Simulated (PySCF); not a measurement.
**Energy of Ag²⁺ (silver, charge +2) between two integer charges**

The 4d beta orbital of [Kr] 4d9 is emptied in steps (occupation f), with all orbitals relaxed, ending at [Kr] 4d8. Computed with PySCF 2.14 in def2-TZVP with the def2 core potential (28 electrons) (6s4p3d1f, 40 functions), with scalar relativity through the core potential. The exact energy is a straight line in f; departures are measured from the line between the end points of the same method.

Q: Among BHandHLYP, wB97X, B3LYP, which shows the largest delocalisation error (convex curve), and which is closest to linear?

A: Most convex: B3LYP (-1.329 eV at f = 0.5); closest to linear: wB97X (-0.577 eV).

| f | BHandHLYP (eV) | wB97X (eV) | B3LYP (eV) |
| --- | --- | --- | --- |
| 1 | 0.000 | 0.000 | 0.000 |
| 0.75 | -0.501 | -0.433 | -0.992 |
| 0.5 | -0.675 | -0.577 | -1.329 |
| 0.25 | -0.512 | -0.431 | -1.001 |
| 0 | 0.000 | 0.000 | 0.000 |

```json
{"method": "BHandHLYP", "E(f=0) − E(f=1) (eV)": "34.568", "−ε at f=1 (eV)": "31.926", "−ε at f=0.5 (eV)": "34.540"}
{"method": "wB97X", "E(f=0) − E(f=1) (eV)": "34.774", "−ε at f=1 (eV)": "32.479", "−ε at f=0.5 (eV)": "34.778"}
{"method": "B3LYP", "E(f=0) − E(f=1) (eV)": "34.950", "−ε at f=1 (eV)": "29.689", "−ε at f=0.5 (eV)": "34.925"}
```

Reference removal energy between the ground levels: 34.8 ± 0.3 eV (semi-empirical (NIST evaluation); NIST Atomic Spectra Database, ionization energies). The calculation has no spin-orbit coupling. The determinant left behind need not be the lowest term of the ion.
